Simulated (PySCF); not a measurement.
## Dipole response of V⁺ (vanadium, charge +1)

[Ar] 3d4, high-spin 5D determinant. Computed with PySCF 2.14 in aug-cc-pVTZ, with no relativity, point nucleus. Coupled (time-dependent) response in atomic units; α is the mean over directions.

```
method  mean α (bohr³)         α xx, yy, zz  C₆ (like pair)  S(−4)
   UHF           11.29  10.14, 10.14, 13.60           41.43  154.1
   PBE           17.84  16.43, 16.43, 20.65           67.57  550.7
  PBE0           15.84  12.46, 12.46, 22.61           59.86  375.7
```

S(−4) is the Cauchy moment in α(ω) = α(0) + S(−4) ω² + …

α(iu) at PBE0:

```
u (hartree)  α(iu) (bohr³)
          0          15.84
     0.0500          14.98
      0.100          13.09
      0.200          9.585
      0.300          7.447
      0.500          5.173
      0.750          3.703
       1.00          2.838
       1.50          1.857
       2.00          1.316
       3.00         0.7562
       5.00         0.3424
```

A single London oscillator, α(iu) = α/(1 + u²/ω²), gives C₆ = (3/4) ω α². Matching the computed C₆ needs ω = 4 × 59.86 / (3 × 15.84²) = 0.318 hartree.

For an ion, C₆ is the dispersion term alone; charge-induced terms of lower order in 1/R come first.

The components differ because the open shell of this determinant is not spherical; for a pure term their mean is the scalar polarisability.
